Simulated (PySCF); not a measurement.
C3H8FPSi.
Numbering: `[CH3:1][Si@@:2]1([PH2:3])[CH2:4][C@H:5]1[F:6]` (hydrogens: H7, H8, H9 on C1; H10, H11 on P3; H12, H13 on C4; H14 on C5)

Level of theory: PBE0-D3(BJ)/def2-SVP geometry optimisation, gas phase in PySCF.

**Question.** What internal coordinates does the optimisation give?

**Answer.** 
```json
{"bond": "C1–Si2", "length (Å)": "1.867"}
{"bond": "Si2–P3", "length (Å)": "2.252"}
{"bond": "Si2–C4", "length (Å)": "1.870"}
{"bond": "C4–C5", "length (Å)": "1.529"}
{"bond": "C5–F6", "length (Å)": "1.369"}
{"bond": "Si2–C5", "length (Å)": "1.875"}
{"bond": "C1–H7, C1–H8, C1–H9", "length (Å)": "1.100"}
{"bond": "P3–H10, P3–H11", "length (Å)": "1.429"}
{"bond": "C4–H12", "length (Å)": "1.096"}
{"bond": "C4–H13", "length (Å)": "1.098"}
{"bond": "C5–H14", "length (Å)": "1.099"}
```

Bonds in one row agree within 0.01 Å and their mean is given. A selection of angles:
```json
{"angle": "Si2–C1–H7", "degrees": "110.5"}
{"angle": "Si2–C1–H8", "degrees": "108.6"}
{"angle": "H7–C1–H8", "degrees": "108.4"}
{"angle": "H8–C1–H9", "degrees": "108.9"}
{"angle": "C1–Si2–P3", "degrees": "115.8"}
{"angle": "C1–Si2–C4", "degrees": "116.8"}
{"angle": "C1–Si2–C5", "degrees": "117.0"}
{"angle": "P3–Si2–C4", "degrees": "122.9"}
{"angle": "P3–Si2–C5", "degrees": "119.3"}
{"angle": "C4–Si2–C5", "degrees": "48.2"}
{"angle": "Si2–P3–H10", "degrees": "92.7"}
{"angle": "Si2–P3–H11", "degrees": "94.7"}
{"angle": "H10–P3–H11", "degrees": "93.5"}
{"angle": "Si2–C4–C5", "degrees": "66.1"}
{"angle": "Si2–C4–H12", "degrees": "124.6"}
{"angle": "Si2–C4–H13", "degrees": "114.6"}
{"angle": "C5–C4–H12", "degrees": "117.7"}
{"angle": "C5–C4–H13", "degrees": "113.3"}
{"angle": "H12–C4–H13", "degrees": "112.5"}
{"angle": "C4–C5–F6", "degrees": "115.3"}
{"angle": "C4–C5–H14", "degrees": "115.7"}
{"angle": "F6–C5–H14", "degrees": "111.0"}
{"angle": "Si2–C5–C4", "degrees": "65.7"}
{"angle": "Si2–C5–F6", "degrees": "120.4"}
{"angle": "Si2–C5–H14", "degrees": "121.2"}
```

Dihedral angles: C1–Si2–C4–C5 103° (anticlinal); Si2–C4–C5–F6 -114° (anticlinal); C1–Si2–C5–C4 -103° (anticlinal).

The 3-membered ring Si2–C4–C5 has internal angles of 48.2° to 66.1°. P3 (three-coordinate phosphorus) is pyramidal (angles 94.7°, 93.5° and 92.7°, sum 280.9°, 0.86 Å off the plane of its three neighbours). Si2 (four-coordinate silicon) has angles from 48.2° to 122.9°.

Point group: C1 (no symmetry element, even within 0.4 Å). No frequency check. One conformer, not necessarily the lowest (C1–Si2–P3–H -179° and 87°).

The run took 57 s of wall time on one thread of an Arm Neoverse V1, shared host with 64 logical CPUs at a one-minute load of 24, and the process peaked at 0.58 GiB of memory. That covers the optimisation of the geometry.
